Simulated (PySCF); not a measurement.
Telling isomers of C5H8N2OSi apart by NMR

Theory: structure optimised with GFN2-xTB, NMR shieldings at PBE0/pcSseg-1/GIAO, in PySCF (in vacuum, equivalent nuclei averaged, non-relativistic Hamiltonian, one conformer).

Shifts are taken against calculated references (same method and geometry level): $^{1}$H (31.72 ppm), $^{13}$C (186.93 ppm) vs TMS. Where no couplings were computed, multiplicities follow the n + 1 count of equivalent neighbours, and m marks all less simple cases (inequivalent or close neighbours, rings, F or P nearby). Acid and N–H amide carbonyl carbons lie up to 10 ppm further downfield in solution (hydrogen bonding). Shifts are as computed. Against solution values, carbons near 30 ppm lie about +3 ppm off and those near 130 ppm about +5 ppm. Of 1211 compounds with measured shifts, 218 miss one by over three times the rms of a fit or turn the order of signals round; such compounds aren't used in these exercises. Groups on amide-type nitrogens are kept apart (slow C–N rotation). OH and NH positions are gas-phase values without hydrogen bonding to other molecules.

(1) Tabulate the signals of `N#C[C@H]1C[Si@H](C(N)=O)C1`, `CC/C(C#N)=N\[SiH2]C=O`, `C=Cc1cc(O[SiH3])n[nH]1`, `[H]/N=C(\CC#C[SiH3])C(N)=O`, `C=C[C@@H](N=C)O[SiH2]C#N`, `N#C[C@H]1C[Si@@H](NC=O)C1` and their relative energies.

(2) What is the quickest way to tell N#C[C@H]1C[Si@H](C(N)=O)C1 from C=Cc1cc(O[SiH3])n[nH]1?

(3) What is the quickest way to tell C=Cc1cc(O[SiH3])n[nH]1 from [H]/N=C(\CC#C[SiH3])C(N)=O?

(4) What is the quickest way to tell C=C[C@@H](N=C)O[SiH2]C#N from N#C[C@H]1C[Si@@H](NC=O)C1?

## Answers

(1) 
```json
{"SMILES": "N#C[C@H]1C[Si@H](C(N)=O)C1", "carbon types": "2×C 1×CH 2×CH2", "δC": "180.1, 129.6, 20.5, 19.6", "δH": "5.41 (br s, 2H), 5.28 (m, 1H), 3.17 (m, 1H), 2.31 (m, 2H), 1.69 (m, 2H)", "E rel. (kcal/mol)": "13.6"}
{"SMILES": "CC/C(C#N)=N\\[SiH2]C=O", "carbon types": "2×C 1×CH 1×CH2 1×CH3", "δC": "243.6, 167.7, 119.4, 42.2, 13.8", "δH": "12.27 (t, 1H), 5.14 (d, 2H), 2.47 (q, 2H), 1.34 (t, 3H)", "E rel. (kcal/mol)": "39.6"}
{"SMILES": "C=Cc1cc(O[SiH3])n[nH]1", "carbon types": "2×C 2×CH 1×CH2", "δC": "167.3, 147.0, 131.3, 122.1, 94.0", "δH": "8.28 (br s, 1H), 6.44 (m, 1H), 6.22 (s, 1H), 6.15 (m, 1H), 5.61 (m, 1H), 5.04 (s, 3H)", "E rel. (kcal/mol)": "13.9"}
{"SMILES": "[H]/N=C(\\CC#C[SiH3])C(N)=O", "carbon types": "4×C 1×CH2", "δC": "172.4, 165.5, 112.5, 87.9, 28.9", "δH": "11.88 (br s, 1H), 7.75 (br, 1H), 4.54 (br, 1H), 4.35 (s, 3H), 3.59 (s, 2H)", "E rel. (kcal/mol)": "35.6"}
{"SMILES": "C=C[C@@H](N=C)O[SiH2]C#N", "carbon types": "1×C 2×CH 2×CH2", "δC": "160.9, 149.1, 127.6, 122.1, 100.2", "δH": "7.97 (d, 1H), 7.63 (d, 1H), 6.34 (m, 1H), 5.52 (m, 1H), 5.43 (m, 1H), 5.24 (d, 1H), 5.09 (d, 1H), 4.74 (d, 1H)", "E rel. (kcal/mol)": "30.9"}
{"SMILES": "N#C[C@H]1C[Si@@H](NC=O)C1", "carbon types": "1×C 2×CH 2×CH2", "δC": "171.5, 129.3, 27.3, 16.6", "δH": "8.34 (s, 1H), 5.46 (m, 1H), 5.18 (br s, 1H), 2.74 (m, 1H), 2.06 (m, 2H), 1.97 (m, 2H)", "E rel. (kcal/mol)": "0.0"}
```

Energies are electronic energies at PBE0/pcSseg-1 on these geometries, without zero-point or thermal terms, each for the one conformer computed, which needn't be the lowest.

(2) Count the carbon signals: 4 against 5. The first has an sp3 CH α to a nitrile at 20.5 ppm, the second an alkene CH at 131.3 ppm. Their most deshielded carbons lie at 180.1 and 167.3 ppm. In the proton spectra the most deshielded non-exchanging signals are 5.28 (m, 1H) and 6.44 (m, 1H).

(3) Both give the same number of carbon signals, but DEPT or the intensities differ. The first has an alkene CH at 131.3 ppm, the second a propargylic sp3 CH2 at 28.9 ppm. Their most deshielded carbons lie at 167.3 and 172.4 ppm. In the proton spectra the most deshielded non-exchanging signals are 6.44 (m, 1H) and 4.35 (s, 3H).

(4) Count the carbon signals: 5 against 4. The first has a C=N carbon (CH2) at 160.9 ppm, the second an sp3 CH2 bonded to Si at 27.3 ppm. Their most deshielded carbons lie at 160.9 and 171.5 ppm.
